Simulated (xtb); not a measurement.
Cl3Nd, quartet, geometry from GFN2-xTB (such geometries of metal compounds can be far from the true shape) (GFN-xTB holds the 4f electrons in the core, so unpaired electrons go into valence orbitals and the state isn't the physical one); GFN1-xTB with ALPB(ch2cl2) run with xtb 6.7.1.

The xtb input:
```
$ xtb mol.xyz --gfn 1 --uhf 3 --alpb ch2cl2 --json

# file mol.xyz
4

Nd    -0.35618013     0.23437750    -0.20731271
Cl    -1.30404649    -2.04254620     0.29163682
Cl     1.11828840     2.20764700    -0.41528298
Cl     1.44286442    -0.99231549     0.85533809
```

### Question
Write the output that xtb gives for this input, abridged.

### Answer

```
   ID    Z sym.   atoms
    1   60 Nd     1
    2   17 Cl     2-4

           -------------------------------------------------
          |                Calculation Setup                |
           -------------------------------------------------

           -------------------------------------------------
          |                 G F N 1 - x T B                 |
           -------------------------------------------------

      * Solvation model:               ALPB
        Solvent                        ch2cl2
        Parameter file                 internal GFN1-xTB/ALPB
        Dielectric constant                8.9300E+00
        Reference state                gsolv [1 M gas/solution]
        Free energy shift                  3.3401E-03 Eh       2.0960E+00 kcal/mol
        Temperature                        2.9815E+02 K
        Density                            1.3300E+00 kg/L
        Solvent mass                       8.4930E+01 g/mol
        Interaction kernel             P16
        Born radius scaling (c1)           1.6568E+00
        Born radii integrator          GBOBC
        Born offset                        0.0000E+00 a0       0.0000E+00 AA
        H-bond correction              false
        Ion screening                  false
        Surface tension                    1.0000E-05 Eh       1.5569E+01 dyn/cm
        Grid points                               230 per atom

          ...................................................
          :                      SETUP                      :
          :.................................................:
          :  # basis functions                  40          :
          :  # atomic orbitals                  36          :
          :  # shells                           12          :
          :  # electrons                        24          :
          :  # halogen bonds                     0          :
          :  max. iterations                   250          :
          :  Hamiltonian                  GFN1-xTB          :
          :  restarted?                      false          :
          :  GBSA solvation                   true          :
          :  PC potential                    false          :
          :  electronic temp.          300.0000000     K    :
          :  accuracy                    1.0000000          :
          :  -> integral cutoff          0.2500000E+02      :
          :  -> integral neglect         0.1000000E-07      :
          :  -> SCF convergence          0.1000000E-05 Eh   :
          :  -> wf. convergence          0.2000000E-04 e    :
          :  Broyden damping             0.4000000          :
          :  net charge                          0          :
          :  unpaired electrons                  3          :
          ...................................................

 iter      E             dE          RMSdq      gap      omega  full diag
   1    -13.5166759 -0.135167E+02  0.639E+00    0.09       0.0  T
   2    -13.5879627 -0.712868E-01  0.395E+00    0.11       1.0  T
   3    -13.5933028 -0.534015E-02  0.188E+00    0.13       1.0  T
   4    -13.5933414 -0.386094E-04  0.273E-01    0.14       1.0  T
   5    -13.5934492 -0.107737E-03  0.125E-01    0.14       1.0  T
   6    -13.5935254 -0.762195E-04  0.425E-02    0.14       1.2  T
   7    -13.5935309 -0.553491E-05  0.240E-02    0.14       2.1  T
   8    -13.5935338 -0.292150E-05  0.225E-03    0.14      22.2  T
   9    -13.5935339 -0.495482E-08  0.207E-04    0.14     241.2  T
  10    -13.5935339 -0.140654E-09  0.891E-05    0.14     560.9  T
  11    -13.5935339 -0.624034E-11  0.253E-05    0.14    1978.7  T

   *** convergence criteria satisfied after 11 iterations ***

         :::::::::::::::::::::::::::::::::::::::::::::::::::::
         ::                     SUMMARY                     ::
         :::::::::::::::::::::::::::::::::::::::::::::::::::::
         :: total energy             -13.588560880415 Eh    ::
         :: total w/o Gsasa/hb       -13.584795021449 Eh    ::
         :: gradient norm              0.017091850300 Eh/a0 ::
         :: HOMO-LUMO gap              0.141670066229 eV    ::
         ::.................................................::
         :: SCC energy               -13.593533854217 Eh    ::
         :: -> electrostatic           0.084097502304 Eh    ::
         :: -> Gsolv                  -0.014045494927 Eh    ::
         ::    -> Gelec               -0.010279635960 Eh    ::
         ::    -> Gsasa               -0.007105989364 Eh    ::
         ::    -> Ghb                  0.000000000000 Eh    ::
         ::    -> Gshift               0.003340130398 Eh    ::
         :: repulsion energy           0.006766383404 Eh    ::
         :: dispersion energy         -0.001793409602 Eh    ::
         :: halogen bond corr.         0.000000000000 Eh    ::
         :: add. restraining           0.000000000000 Eh    ::
         :: total charge              -0.000000000061 e     ::
         :::::::::::::::::::::::::::::::::::::::::::::::::::::

           -------------------------------------------------
          |                Property Printout                |
           -------------------------------------------------

    * Orbital Energies and Occupations

         #    Occupation            Energy/Eh            Energy/eV
      -------------------------------------------------------------
         1        2.0000           -0.9705713             -26.4106
         2        2.0000           -0.9586637             -26.0866
         3        2.0000           -0.9228400             -25.1118
         4        2.0000           -0.5465411             -14.8721
         5        2.0000           -0.5254094             -14.2971
         6        2.0000           -0.5225071             -14.2181
         7        2.0000           -0.5138480             -13.9825
         8        2.0000           -0.5047158             -13.7340
         9        2.0000           -0.5030195             -13.6879
        10        2.0000           -0.4985350             -13.5658
        11        1.9845           -0.4929617             -13.4142
        12        1.0155           -0.4850745             -13.1995
        13        0.9010           -0.3378151              -9.1924 (HOMO)
        14        0.0365           -0.3326088              -9.0507 (LUMO)
        15        0.0333           -0.3325164              -9.0482
        16        0.0289           -0.3323786              -9.0445
        17        0.0003           -0.3281360              -8.9290
        18                         -0.2696684              -7.3380
        19                         -0.1277354              -3.4759
        20                         -0.0851488              -2.3170
        21                         -0.0848107              -2.3078
        22                         -0.0834452              -2.2707
        23                         -0.0825440              -2.2461
        24                         -0.0817944              -2.2257
       ...                                ...                  ...
        36                          0.4154060              11.3038
      -------------------------------------------------------------
                  HL-Gap            0.0052063 Eh            0.1417 eV
             Fermi-level           -0.4123671 Eh          -11.2211 eV

  Mulliken/CM5 charges         n(s)   n(p)   n(d)
     1Nd    0.84834  1.21689   0.582  0.687  0.882
     2Cl   -0.14930 -0.25849   1.872  5.278 -0.001
     3Cl   -0.51753 -0.63934   1.846  5.674 -0.002
     4Cl   -0.18151 -0.31907   1.852  5.329  0.001

Wiberg/Mayer (AO) data.
largest (>0.10) Wiberg bond orders for each atom

 ---------------------------------------------------------------------------
     #   Z sym  total        # sym  WBO       # sym  WBO       # sym  WBO
 ---------------------------------------------------------------------------
     1  60 Nd   1.903 --     3 Cl   0.732     2 Cl   0.624     4 Cl   0.547
     2  17 Cl   1.118 --     1 Nd   0.624     4 Cl   0.449
     3  17 Cl   0.831 --     1 Nd   0.732
     4  17 Cl   1.051 --     1 Nd   0.547     2 Cl   0.449
 ---------------------------------------------------------------------------

Topologies differ in total number of bonds
Writing topology from bond orders to xtbtopo.mol

 dipole moment from electron density (au)
     X       Y       Z
  -2.2994  -0.6719  -0.5469  total (Debye):    6.246

           -------------------------------------------------
          | TOTAL ENERGY              -13.588560880415 Eh   |
          | GRADIENT NORM               0.017091850300 Eh/α |
          | HOMO-LUMO GAP               0.141670066229 eV   |
           -------------------------------------------------

normal termination of xtb
```
